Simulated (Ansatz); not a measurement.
rubidium atom (Rb), doublet (all electrons, no relativity); SC-NEVPT2/STO-3G, CASSCF(5,5) (Ansatz, an electronic-structure program).

Here is a job for Ansatz.
Ansatz 0.2 input:
```yaml
crystal:
  periodic: [false, false, false]
  atoms:
    - {symbol: Rb, position_ang: [0.00000000, 0.00000000, 0.00000000]}
basis:
  gaussian:
    orbitals: STO-3G
correlation: {method: sc_nevpt2, electrons: all, active_space: {window: {electrons: 5, orbitals: 5}}}
magnetization: {spin_polarized: false, initial_magnetization: 1}
```

Output, abridged:

```
Functional definition: HF
164 factors; integrals over basis functions are off by at most 4.7e-5 eV
mean field evaluation 1: about -79119.9296 eV, gradient 5.2e-1 eV
mean field evaluation 2: about -79119.9296 eV, gradient 5.2e-1 eV
mean field evaluation 4: about -79119.9315 eV, gradient 3.6e-5 eV
mean field evaluation 8: about -79119.9315 eV, gradient 4.6e-7 eV
mean field -79119.93147176 eV, -2907.6038521714 hartree, gradient 4.6e-7 eV, S^2 0.750000; 0 other end points of the search recorded, 0 dependent functions left out
reference -79119.93147176 eV, -2907.6038521714 hartree; 19, 18 occupied and 3, 4 virtual orbitals, 164 factors
state -79120.15147798 eV, -2907.6119372508 hartree
state -79120.15147798 eV, -2907.6119372508 hartree; corrected -79120.44862920 eV, -2907.6228573570 hartree
Total energy: -79120.44862920 eV, -2907.6228573570 hartree
```
